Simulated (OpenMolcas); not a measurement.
Be: thermal populations, worked from levels

```json
{"Program": "OpenMolcas", "Basis": "ANO-RCC [9s8p5d2f1g]", "Scalar Hamiltonian": "DKH2, point nucleus", "Active space": "2 electrons in 8 orbitals (2s 2p 3s 3p)", "State averaging": "2S+1 = 3 even, 3 roots; 2S+1 = 1 even, 6 roots; 2S+1 = 3 odd, 3 roots; 2S+1 = 1 odd, 3 roots", "Spin-orbit coupling": "RASSI with atomic mean-field integrals over the reference wave functions, term energies averaged over their components"}
```

Methods: CASSCF; SS-CASPT2, IPEA 0.25 Eh, imaginary shift 0.1 Eh (closed shells correlated: 1s). Measured levels: NIST Handbook of Basic Atomic Spectroscopic Data.

**Thermal populations.** Z = Σ (2J + 1) exp(-E/kT) with k = 0.695035 cm-1/K, over the levels below. No other level of either list lies under 52000 cm-1, which is above 7 kT at each temperature.

```csv
Level,2J + 1,SS-CASPT2,measured
2s² ¹S₀,1,0.0,0.0
2s 2p ³P°₀,1,22020,21978
2s 2p ³P°₁,3,22030,21979
2s 2p ³P°₂,5,22030,21981
2s 2p ¹P°₁,3,44250,42565
```

```
T (K)  Z, SS-CASPT2  Z, measured levels  Ground level (%), SS-CASPT2  Ground level (%), measured levels
 8000         1.172               1.174                         85.3                               85.2
```

At 8000 K, kT = 5560 cm-1, and the computed levels give Z = 1.000 + 0.019 + 0.057 + 0.095 + 0.001 = 1.172.

Over all roots computed the reference weight is 0.94 to 1.00 in SS-CASPT2; the roots of lowest weight are the least certain, and an intruder state may touch them. Active for correlation alone: 3p 3s; no level in the range computed is led by a configuration that fills them, so any true level of that kind is missing. Without dynamic correlation excited terms often stand tens of per cent too high (terms of higher spin than the ground term too low), and those without a measured partner can miss by more than the paired ones (holds for CASSCF). Computed and measured levels are paired by configuration, term and J; levels that our copy of the source lacks, or whose pairing is in doubt (as where it misses far off the trend of its configuration), stay unpaired and out of the deviations. Levels of configurations outside the active space are missing.

° marks odd parity.
